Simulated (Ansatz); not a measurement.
Job for Ansatz (a quantum-chemistry and plane-wave program): R-PBE0/def2-TZVPPD on CH4O2 (a complex). Files ending in .json are basis or fitting sets from the Basis Set Exchange.

Ansatz 0.2 input:
```yaml
crystal:
  periodic: [false, false, false]
  atoms:
    - {symbol: O, position_ang: [0.27470414, -0.11455422, 0.53960396]}
    - {symbol: H, position_ang: [-0.46269598, -0.44100008, 1.07826482]}
    - {symbol: H, position_ang: [-0.04261553, -0.11150345, -0.36776118]}
    - {symbol: C, position_ang: [-0.34637842, -0.33623431, 3.58626811]}
    - {symbol: O, position_ang: [-1.22531364, -0.76033188, 2.88087348]}
    - {symbol: H, position_ang: [0.57381896, 0.10124780, 3.16369545]}
    - {symbol: H, position_ang: [-0.42888866, -0.36939542, 4.68735173]}
basis:
  gaussian:
    orbitals: def2-TZVPPD.json
hamiltonian:
  xc: {name: PBE0}
scf: {lower_state_search: off}
```

It printed:

```
WARN ansatz: RAYON_NUM_THREADS=2 ignored (pool sized by the plan → 2); use --threads N
Functional definition: PBE0
these checks for a lower state are left out or cut short: stability, starts, cluster_reference, orbital_swaps, neighbouring_geometries, increment
integrals: 0.06 GiB planned
778 factors; their error is unknown
mean field: 0.67 GiB planned
mean field evaluation 1: about -5185.9604 eV, gradient 6.2e1 eV
mean field evaluation 2: about -5175.5022 eV, gradient 9.8e1 eV
mean field evaluation 4: about -5192.1531 eV, gradient 6.5e0 eV
mean field evaluation 8: about -5192.2244 eV, gradient 2.0e-1 eV
mean field evaluation 16: about -5192.2312 eV, gradient 2.6e-5 eV
mean field -5192.23121670 eV, -190.8109777929 hartree, gradient 6.8e-6 eV, S^2 0.000000; 0 other end points of the search recorded, 0 dependent functions left out
reference -5192.23125593 eV, -190.8109792348 hartree; 13, 13 occupied and 172, 172 virtual orbitals, 778 factors
Total energy: -5192.23125593 eV, -190.8109792348 hartree
Checks for a lower state left out: stability, starts, cluster_reference, orbital_swaps, neighbouring_geometries, increment
```

The calculation finished and met its thresholds.

Cost: about 2.5 core-seconds (a rough figure).
